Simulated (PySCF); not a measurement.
# InF₂⁺: map over both bonds

These are results of PBE0/[In def2-TZVP with ECP28, F def2-TZVP], scalar-relativistic core potentials, density fitting, no spin–orbit coupling, PySCF, not measurements.

Rigid scan from the singlet minimum (In–F 1.842 Å (×2); F–In–F 180.0°). Coordinate: rows scale the first bond (In–F), columns the second (In–F). Energies in kJ/mol from the minimum.

Task: Give the energy map for rows 0.94, 0.97, 1.00, 1.04, 1.09, 1.15 and columns 0.94, 0.97, 1.00, 1.04, 1.09, 1.15.

Result: 
| scale \ scale | 0.94 | 0.97 | 1.00 | 1.04 | 1.09 | 1.15 |
| --- | --- | --- | --- | --- | --- | --- |
| 0.94 | 44.0 | 27.2 | 22.7 | 30.6 | 55.5 | 98.0 |
| 0.97 | 27.2 | 9.9 | 5.1 | 12.7 | 37.1 | 79.0 |
| 1.00 | 22.7 | 5.1 | 0.0 | 7.2 | 31.2 | 72.6 |
| 1.04 | 30.6 | 12.7 | 7.2 | 13.9 | 37.3 | 78.1 |
| 1.09 | 55.5 | 37.1 | 31.2 | 37.3 | 60.1 | 100.1 |
| 1.15 | 98.0 | 79.0 | 72.6 | 78.1 | 100.1 | 139.3 |

Task: And the size of the dipole moment (D, about the centre of mass) on the same grid?

Result: 
```csv
scale \ scale,0.94,0.97,1.00,1.04,1.09,1.15
0.94,0.00,0.19,0.38,0.61,0.87,1.15
0.97,0.19,0.00,0.18,0.41,0.67,0.94
1.00,0.38,0.18,0.00,0.23,0.49,0.75
1.04,0.61,0.41,0.23,0.00,0.26,0.52
1.09,0.87,0.67,0.49,0.26,0.00,0.26
1.15,1.15,0.94,0.75,0.52,0.26,0.00
```

Other isomers or separated fragments may lie lower.
